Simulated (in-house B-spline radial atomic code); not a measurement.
How numerical settings move a run on neutral europium, [Xe] 4f7 6s2. Computed with a B-spline radial code for spherical atoms: scalar-relativistic (X2C) LDA exchange-only, spherical fractional occupations, Fermi nucleus of rms radius 5.1115 fm.

Command:
```bash
python run_scf.py task.json out
```
Settings of the sound reference run:
```
Z                63
electrons        63
configuration    [Xe] 4f7 6s2
hamiltonian      x2c
method           lda,
spin_polarised   False
nucleus          fermi
rms_radius       5.1115
mass_number      153
atomic_mass      152.9212
speed_of_light   137.036
knot_spacing     0.22
spline_order     8
gauss_points     12
box_radius       50
max_iterations   70
damping          0.5
damped_steps     3
diis_vectors     10
tolerance        1e-08
start            Thomas-Fermi
```

Run time, properties included: 0.46 s on 1 thread of Arm Neoverse N1 (shared host).

It converges in 16 iterations to -10828.986773 hartree, with 4f at -1.66754 eV. The other runs change the listed settings, some to values that make no sense; their results aren't properties of the atom or ion. Radii are in bohr (the nuclear one in fm), a minus after a letter asks for a j subshell, and «unchanged» means within 1e-8 hartree. The run stops when the residual is below 10 × tolerance × max(1, Z/10), or a noise floor if that is larger, and the energy moves by less than 1e-8 × √|E| hartree; so very loose and very tight tolerances often act alike.

```tsv
changed settings	outcome
electrons = 71, configuration = [Xe] 4f7 6s2 8s2 8p6, max_iterations = 75	not converged after 75 iterations, last residual 4.6e-02
knot_spacing = 1	converged in 10 iterations, energy +3.09e+02 hartree from the reference, 4f level -8.7e+01 eV (the program warns: 4s reaches the box edge; 4p reaches the box edge)
hamiltonian = dirac, method = hf, speed_of_light = 69.31281	converged in 17 iterations to -13163.9596 hartree, a different physical problem
knot_spacing = 1.4	converged in 10 iterations, energy +8.46e+02 hartree from the reference, 4f level -2.1e+02 eV (the program warns: 3s reaches the box edge; 3p reaches the box edge)
electrons = 64, configuration = [Xe] 4f7 6s2 7s-1, max_iterations = 100	stopped with error: j subshells need the Dirac Hamiltonian and l > 0
knot_spacing = 0.1	converged in 16 iterations, energy -4.31e-07 hartree from the reference, 4f level -1.5e-06 eV
start = bare nucleus	converged in 15 iterations, energy unchanged, 4f level +4.4e-05 eV
knot_spacing = 0.75	converged in 13 iterations, energy +1.83e+01 hartree from the reference, 4f level +1.3e-01 eV
damped_steps = 8	converged in 14 iterations, energy unchanged, 4f level +4.0e-05 eV
knot_spacing = 0.4	converged in 16 iterations, energy +5.62e-03 hartree from the reference, 4f level -8.7e-04 eV
max_iterations = 2, damping = 0.2, tolerance = 1e-05	not converged after 2 iterations, last residual 1.0e+00, last energy +2.82e+01 hartree from the reference
gauss_points = 5, max_iterations = 60, damping = 0.8	converged in 14 iterations, energy -6.70e-08 hartree from the reference, 4f level +8.6e-05 eV
knot_spacing = 2	converged in 9 iterations, energy +1.69e+03 hartree from the reference, 4f level -3.4e+02 eV (the program warns: 4f reaches the box edge; 3s reaches the box edge)
knot_spacing = 0.3	converged in 16 iterations, energy +2.98e-05 hartree from the reference, 4f level -6.3e-06 eV
```

Problem. What happens with knot_spacing = 0.55, gauss_points = 8, max_iterations = 50, diis_vectors = 0, tolerance = 0.0001?

Solution. Converged in 22 iterations, energy +7.44e-01 hartree from the reference, 4f level -1.8e-01 eV.

Problem. What happens with knot_spacing = 0.15?

Solution. Converged in 16 iterations, energy +1.92e-07 hartree from the reference, 4f level -9.1e-07 eV.

Problem. What happens with damped_steps = 1?

Solution. Converged in 14 iterations, energy unchanged, 4f level +2.4e-05 eV.

Problem. What happens with damped_steps = 0?

Solution. Converged in 13 iterations, energy unchanged, 4f level +3.0e-06 eV.
